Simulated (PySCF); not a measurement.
BClFHO.

```xyz
5

B     -0.0134    -0.4292     0.0000
F     -1.2007    -1.0284     0.0000
Cl     0.0520     1.3302     0.0000
O      1.1264    -1.1395     0.0000
H      0.9777    -2.0954     0.0000
```
Charge 0, spin multiplicity 1.

Geometry: B3LYP-D3(BJ)/def2-SVP. One conformer was computed; it need not be the lowest.

These are PBE0/pcSseg-2 (PySCF) values and carry that method's errors. Non-relativistic, no solvent.

Computed absolute GIAO shielding of each atom: isotropic value and principal components (ppm):
```
atom  σ(iso)    σ11    σ22     σ33   span
----  ------  -----  -----  ------  -----
B1      74.4   59.9   74.2    89.1   29.2
F2     256.1  129.2  295.5   343.6  214.4
Cl3    884.3  728.9  896.8  1027.3  298.4
O4     207.8  101.5  258.7   263.1  161.6
H5      27.0   21.1   22.5    37.5   16.5
```
